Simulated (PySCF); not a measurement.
Gas-phase reaction: GaH3.NH3 + 2 N + 2 HCl = GaCl2NH2 + 2 NH3

Energies from PySCF (xtb for GFN2), thermal terms from the rigid-rotor harmonic-oscillator model, ideal gas at 1 bar. † marks an energy on the PBE0/def2-TZVP geometry and frequencies; other levels use their own. MP2 and CCSD(T) freeze the core. 6-31G* has spherical d functions here. Open shells (unrestricted): N (multiplicity 4); the rest are closed-shell singlets. GFN2 has no spin-polarisation term. B3LYP is the form with VWN-RPA correlation. Ga: all electrons, no relativistic terms. Adducts (GaH3.NH3) have no counterpoise correction, and HF, PBE, BLYP, B3LYP and PBE0 lack dispersion. GaH3.NH3, GaCl2NH2: computed as isolated molecules; such fragments, hydroxides, amides, oligomers or adducts are transient or little studied in the gas. MP2 isn't extrapolated to the basis-set limit; its ΔH°(298 K) is -1106.0 kJ in def2-SVP and -1203.0 kJ in def2-TZVPP. CCSD(T) isn't extrapolated to the basis-set limit; its ΔH°(298 K) is -1043.2 kJ in def2-SVP and -1128.4 kJ in def2-TZVPP. The harmonic model lacks anharmonicity and excited electronic states, which grow with temperature; levels with a mode under 35 cm⁻¹ are left out. Soft modes under 120 cm⁻¹ make the harmonic entropy rough for GaH3.NH3, GaCl2NH2. Warning, point group unlike the PBE0 one: GaCl2NH2 (B3LYP/6-31G*, GFN2-xTB).

```tsv
level	ΔE electronic, kJ	ΔH°(298 K), kJ	ΔS°(298 K), J/K	ΔG°(1600 K), kJ
B3LYP/6-31G*	-1194	-1135	-236	-727
BLYP/def2-TZVP†	-1272	-1214	-230	-817
CCSD(T)/def2-SVP†	-1101	-1043	-230	-647
CCSD(T)/def2-TZVPP†	-1186	-1128	-230	-732
GFN2-xTB	-1974	-1909	-231	-1507
M06-2X/def2-TZVP†	-1283	-1225	-230	-828
MP2/def2-SVP†	-1164	-1106	-230	-710
PBE/def2-TZVP†	-1321	-1263	-230	-866
LDA/def2-TZVP†	-1475	-1417	-230	-1020
ωB97M-V/def2-TZVP†	-1259	-1201	-230	-805
```
ΔH° is lowest at GFN2-xTB and highest at CCSD(T)/def2-SVP†. No reference value is set beside these.
